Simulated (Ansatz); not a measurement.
Basis-set extrapolation for C₂H₈BFSi (`CB([SiH3])CF`) (PBE0-D4/def2-TZVP geometry, frozen core, Ansatz 0.2.0). Multiplicity 1, RHF reference.

|  | def2-TZVPP | def2-QZVPP |
| --- | --- | --- |
| HF | -493.521784 | -493.539889 |
| MP2 correlation | -0.821432 | -0.883450 |
| CCSD(T) correlation | -0.910545 | not run |

Energies in hartree. Use E(X) = E(∞) + A·exp(−7.88·√X) for Hartree–Fock and E(X) = E(∞) + B·X^(−2.97) for correlation, with X = 3 and 4, and add CCSD(T) minus MP2 of the smaller set to the MP2 limit.

What is the CCSD(T) energy at the basis-set limit?

HF limit: -493.539889 + (-0.018105) × 0.13774 = -493.54238. MP2 limit: -0.883450 + (-0.062018) × 0.74074 = -0.92939. Higher-order term: -0.910545 − (-0.821432) = -0.08911. Total: -494.56088 hartree, 3.50 eV below CCSD(T)/def2-TZVPP.
